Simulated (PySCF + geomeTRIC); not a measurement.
Species: H3Al, SMILES `[AlH3]` (charge 0, multiplicity 1).

### Question
Give a relaxed geometry from TPSSh-D3(BJ)/def2-TZVP (PySCF + geomeTRIC).

### Answer
the end point of this relaxation (outside a Z-matrix the atoms follow the SMILES, hydrogens last).
Bonds (Å): Al1–H2 1.583, Al1–H3 1.583, Al1–H4 1.583. Angles (°): H2–Al1–H3 120.0, H2–Al1–H4 120.0, H3–Al1–H4 120.0.
